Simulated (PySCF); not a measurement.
HOZn, charge +1. Atoms are numbered in the order given.

```xyz
3

Zn    -0.0063     0.4193     0.0000
O      0.1170    -1.3477     0.0000
H     -0.7460    -1.7981     0.0000
```
Charge +1, spin multiplicity 1.

The structure is a stationary point at B3LYP-D3(BJ)/def2-TZVP. The spin state was assumed, not searched. The isomer is the one that the SMILES or the coordinates give; other isomers of the formula were not compared.

Method: TDA-B3LYP/def2-TZVPD (PySCF).

Vertical excitations.  State labels are in the subgroup Cs.

Question: Estimate the UV-visible absorptions. (An estimate is asked for; the answer gives what the named calculation found.)

Answer: 
```
state  symmetry  energy (eV)  λ (nm)      f                                              main pairs
-----  --------  -----------  ------  -----  ------------------------------------------------------
S1           A"         1.98     625  0.004                                         HOMO→LUMO 100 %
S2           A'         4.32     287  0.130                                        HOMO−1→LUMO 82 %
S3           A'         6.17     201  0.042                                        HOMO−2→LUMO 85 %
S4           A"         6.78     183  0.000                                       HOMO→LUMO+1 100 %
S5           A'         7.63     163  0.107                    HOMO→LUMO+2 57 %, HOMO−1→LUMO+1 31 %
S6           A"         8.26     150  0.099                                      HOMO−1→LUMO+2 95 %
S7           A'         8.58     144  0.213  HOMO−1→LUMO+1 59 %, HOMO→LUMO+2 15 %, HOMO−7→LUMO 13 %
S8           A"         8.76     142  0.058                                        HOMO→LUMO+3 95 %
S9           A"         9.01     138  0.000                                        HOMO−4→LUMO 99 %
S10          A'         9.01     138  0.000                                        HOMO−3→LUMO 99 %
T1           A"         1.49     831      0                                          HOMO→LUMO 99 %
T2           A'         2.19     566      0                                        HOMO−1→LUMO 99 %
T3           A'         5.42     229      0                                        HOMO−2→LUMO 98 %
T4           A'         6.68     186      0                                        HOMO→LUMO+2 98 %
```
Triplets are in the Tamm–Dancoff approximation.
